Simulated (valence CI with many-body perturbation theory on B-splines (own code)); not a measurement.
## Questions on Sb XIX

Level of theory: relativistic CI+MBPT: five valence electrons over a frozen Dirac-Fock core [Ar] 3d10, a basis of 11 s, 11 p, 10 d, 8 f, 5 g, 2 h functions for each j, with the one-electron correlation potential Σ1 (screened to all orders), the two-electron term Σ2, the three-electron term Σ3, Breit, model QED; selected single and double excitations, second order for the rest, scaled by the run's own slope (own B-spline code, finite nucleus).

No measured levels were compared; by estimate levels hold to about 250 cm⁻¹ or 0.2 % of their energy and the worst to 1 %, as in measured heavy ions of charge 2 to 7; those with d or f electrons hold less well. Among the levels kept, up to 2100 cm⁻¹ of a level comes from second order outside the variational space, and about a tenth of that is noise between levels of different J, which matters for small intervals.

Levels are named by their leading jj configuration (3d3/2^4 stands for four electrons in 3d with j = 3/2), which in mixed levels can hold well under half, so a name can repeat and another be missing.

Rates and lifetimes use the calculated energies. Strong lines usually hold to 10 to 20 %, long lifetimes can be off by a factor of two.

Problem. What is the ground level?

Solution. (4s^2 4p1/2^2 4p3/2) J=3/2, composition 48 % 4s²4p³ ⁴S° + 33 % 4s²4p³ ²P° + 18 % 4s²4p³ ²D°, g = 1.560.

Problem. How well does LS coupling describe the low levels?

Solution. Among the lowest 20 levels the leading LS term, summed over configurations, holds 63 % on average. For single configurations the figures are 58 % in LS and 71 % in jj coupling. Terms mix most in the J = 1/2 level at 86.65 eV, where the leading one holds 41 %.

Problem. Where does the other parity begin?

Solution. At (4s 4p1/2^2 4p3/2^2) J=5/2, 52.72 eV.

Problem. Among levels below 188.03 eV, which E1 lines absorb most strongly from the ground level?

Solution. to (4s^2 4p1/2 4p3/2 4d5/2) J=5/2 at 13.22 nm, f = 0.806; to (4s^2 4p1/2 4p3/2 4d3/2) J=3/2 at 13.11 nm, f = 0.530; to (4s^2 4p1/2 4p3/2 4d5/2) J=5/2 at 12.49 nm, f = 0.340.

Problem. What is the ionisation energy?

Solution. 511.24 eV; NIST lists 510 ± 3 eV (theoretical).

Problem. Name the longest-lived excited levels whose lifetime is computed, and their main decay.

Solution. (4s^2 4p1/2 4p3/2^2) J=5/2 at 11.94 eV lives 544 μs, mostly by M1 to (4s^2 4p1/2^2 4p3/2) J=3/2; (4s^2 4p1/2 4p3/2^2) J=3/2 at 9.26 eV lives 111 μs, mostly by M1 to (4s^2 4p1/2^2 4p3/2) J=3/2; (4s^2 4p1/2 4p3/2^2) J=1/2 at 15.65 eV lives 80.2 μs, mostly by M1 to (4s^2 4p1/2^2 4p3/2) J=3/2. The lifetime of (4s^2 4p1/2 4p3/2 4d5/2) J=9/2 is too uncertain to give, and may be longer.
